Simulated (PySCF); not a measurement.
C₈H₉O (doublet state).
Cartesian coordinates in Å at the GFN2-xTB level; atoms count from 1:
```xyz
18
C8H9O angstrom
C     -1.1607   -1.6373   -0.9741
C     -0.9502   -0.4109   -0.4489
C     -1.2357    0.8460   -1.0329
C     -0.8919    1.8693   -0.1396
C     -0.3922    1.3440    1.0158
C     -0.3511   -0.1484    0.9172
C      1.0943   -0.6315    1.0525
C      1.9855   -0.2775   -0.1046
O      1.4742   -1.2284    2.0241
H     -1.5971   -1.7558   -1.9501
H     -0.9089   -2.5326   -0.4337
H     -1.6638    0.9822   -2.0083
H     -1.0205    2.9195   -0.3373
H     -0.0463    1.8802    1.8793
H     -0.9273   -0.6250    1.7160
H      1.6937   -0.8688   -0.9710
H      1.8675    0.7727   -0.3606
H      3.0217   -0.4914    0.1447
```

The hyperfine couplings belong to this conformer and change with its torsions.

As a line formula: `C=C1C=C[CH][C@@H]1C(C)=O` [radical].

Theory: PySCF 2.14.0, UKS B3LYP, pcH-1 on C H O, non-relativistic, mean-field spin-orbit, GIAO. Isolated species at its GFN2-xTB geometry (one conformer only). The geometry wasn't refined by DFT: couplings that depend on bond lengths, twists or pyramidal angles can differ widely from those at the functional's own minimum. Stability of the SCF solution: not tested. ⟨S²⟩ is 0.789 where a pure state has 0.75.

The largest Mulliken spin populations are on C3 (+0.53), C5 (+0.49), C1 (+0.49) and C2 (-0.22). Three atoms exceed +0.15. The positive populations add up to 1.55 and the negative ones to -0.55, together 2S = 1. The angles at C3 add up to 360.0°, so it is planar.

Question: Test a(H) = Q·ρ(C) for the protons on planar carbons with a spin population beyond ±0.08.

Answer: 
| H | C | ρ(C) | a(H) (G) | a/ρ (G) |
| --- | --- | --- | --- | --- |
| H10 | C1 | +0.486 | -10.18 | -20.9 |
| H11 | C1 | +0.486 | -10.59 | -21.8 |
| H12 | C3 | +0.529 | -11.98 | -22.7 |
| H13 | C4 | -0.214 | +3.46 | -16.2 |
| H14 | C5 | +0.495 | -11.55 | -23.3 |

A least-squares line through the origin gives Q = -21.9 G with Mulliken populations. Where ρ is negative the coupling is positive.

Question: Leave H13 and its like out of the fit. How well does the relation then predict its coupling?

Answer: The other protons give Q = -22.2 G, so a = -22.2 × -0.214 ≈ 4.76 G, against the computed 3.46 G.

Couplings in gauss use g_iso = 2.0026.
